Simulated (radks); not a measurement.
Values are calculated unless marked as measured or tabulated.
Ionisation of the terbium ion Tb+, [Xe] 4f9 6s1, to [Xe] 4f9 as the strength of local exchange is varied. Level of theory: Dirac Kohn-Sham, Slater X-alpha exchange (alpha = 2/3 is LDA exchange), no correlation, spin-unpolarised, spherical densities, finite nucleus; open shells are shared between the two j in proportion to 2j + 1; Fermi nuclear charge, rms radius 5.06 fm (a radial shooting solver on a logarithmic mesh with Libxc functionals).

alpha  E(Tb+) (hartree)  exchange (hartree)  IE (eV)  -e of the level emptied (eV)  <r> of it (bohr)
0.59        -11675.6318           -214.2425   10.494                 7.749 (6s1/2)             3.860
0.622       -11687.2581           -226.1073   10.643                 7.900 (6s1/2)             3.834
0.66        -11701.0806           -240.2285   10.824                 8.083 (6s1/2)             3.803
0.667       -11703.6287           -242.8336   10.857                 8.117 (6s1/2)             3.797
0.772       -11741.9232           -282.0492   11.373                 8.645 (6s1/2)             3.712
0.934       -11801.2687           -343.0661   12.209                 9.509 (6s1/2)             3.585

NIST Atomic Spectra Database: 11.51 eV (semi-empirical). The Delta-SCF value meets it near alpha = 0.80. Spin polarisation and multiplet splitting are left out, so open shells lie too high by an amount that depends on their filling. Sharing an open shell by 2j + 1 raises it above the true ground level by a part of the spin-orbit splitting, which enters the differences from NIST.

Beside tabulated values, note that spin-unpolarised runs miss the spin-polarisation part of the exchange energy of open shells.
